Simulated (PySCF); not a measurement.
Kr⁺ (krypton, charge +1): UHF calculation

Configuration: [Ar] 3d10 4s2 4p5, 2P determinant. All numbers are calculated (PySCF 2.14, the spin-free X2C one-electron Hamiltonian (Gaussian nucleus), in Sapporo-DKH3-DZP-2012).

| Property | Result |
| --- | --- |
| Total energy | -2787.628180 hartree |
| One-electron energy | -3860.8209 hartree |
| Hartree (Coulomb) energy | 1168.4201 hartree |
| Exchange energy | -95.2273 hartree |
| ⟨S²⟩ | 0.7557 |
| ⟨L²⟩ | 2.019 |
| Sum of ⟨r⟩ | 23.52 bohr |
| Sum of ⟨r²⟩ | 31.68 bohr² |
| Traceless quadrupole moment −½Σ⟨3z² − r²⟩ along its main axis | 1.64 e·bohr² |
| Langevin diamagnetic susceptibility | -25.1 ×10⁻⁶ cm³/mol |
| Time after the integrals | 0.13 s of wall time on 1 thread of Neoverse-V2 (shared host) |

```tsv
shell	electrons	mean orbital energy (eV)	spread (eV)	rms radius, mean of both spins (bohr)
1s α	1	-14416.0	0	0.0478
1s β	1	-14415.8	0	0.0478
2s α	1	-1972.6	0	0.199
2s β	1	-1972.5	0	0.199
2p α	3	-1740.8	0.269	0.177
2p β	3	-1740.6	0.127	0.177
3s α	1	-317.48	0	0.565
3s β	1	-317.18	0	0.565
3p α	3	-241.13	0.819	0.581
3p β	3	-240.74	0.120	0.581
3d α	5	-114.14	0.768	0.612
3d β	5	-113.93	0.408	0.612
4s α	1	-44.398	0	1.67
4s β	1	-41.116	0	1.67
4p α	3	-25.547	2.053	1.97
4p β	2	-24.161	0	1.97
```

Densities and radii are taken from the X2C orbitals without a picture-change correction, which distorts them close to the nucleus.
